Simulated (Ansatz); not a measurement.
Ansatz (an electronic-structure program) input:

Ansatz 0.2 input:
```yaml
crystal:
  periodic: [false, false, false]
  atoms:
    - {symbol: In, position_ang: [-1.05589578, -0.76102858, -0.94345399]}
    - {symbol: I, position_ang: [1.12070102, 0.80016009, 0.91224950]}
basis:
  gaussian:
    orbitals: def2-TZVP
hamiltonian:
  xc: b3lyp
  dispersion: d3bj
total_charge: 1
magnetization: {spin_polarized: true, initial_magnetization: 1}
relax: {f_tol: 0.002, max_steps: 150}
```

Question: Predict the final energy.

Answer: -487.77732 Eh (B3LYP-D3(BJ)/def2-TZVP). The basis has 100 functions.
